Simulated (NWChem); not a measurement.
Excited singlets of CH3O2 (+1) by symmetry

SMILES: OC=[OH+]
```xyz
6

O     -0.3334     1.0958     0.0000
C     -0.3909    -0.1593     0.0000
O      0.6641    -0.8569     0.0000
H      0.5751     1.4691     0.0000
H     -1.4009    -0.6001     0.0000
H      0.5253    -1.8244     0.0000
```
Charge +1, spin multiplicity 1.

All runs are NWChem calculations. Structure: optimised with PBE0/def2-SVP, a minimum by its harmonic frequencies. It is one conformer; others weren't searched.

Basis set: def2-SVPD. Symmetry labels belong to the abelian group Cs used in the runs, with the axes of the coordinates shown. Entries are the lowest vertical excitation energy of each symmetry in eV (for CIS and TDDFT among the lowest few roots); a state of one symmetry need not have the same character in every method. Symmetries that some method's roots don't reach, or where a double excitation leads the EOM-CCSD root, are left out.

The correlated methods keep 3 core orbitals frozen. B3LYP has NWChem's definition, with VWN1-RPA local correlation. The structure started from a generated list of species. Coupled-cluster values serve here as a point of comparison, not as the truth.

```json
[
 {"method": "CIS", "a\"": "9.63", "a'": "10.47"},
 {"method": "TD-PBE", "a\"": "7.78", "a'": "8.71"},
 {"method": "TD-B3LYP", "a\"": "…", "a'": "…"},
 {"method": "TDA-LDA (SVWN5)", "a\"": "7.69", "a'": "9.22"},
 {"method": "EOM-CCSD", "a\"": "8.68", "a'": "8.75"}
]
```

**Question.** Some entries are withheld; supply them.

**Answer.** 
- TD-B3LYP, a": 8.11
- TD-B3LYP, a': 8.90
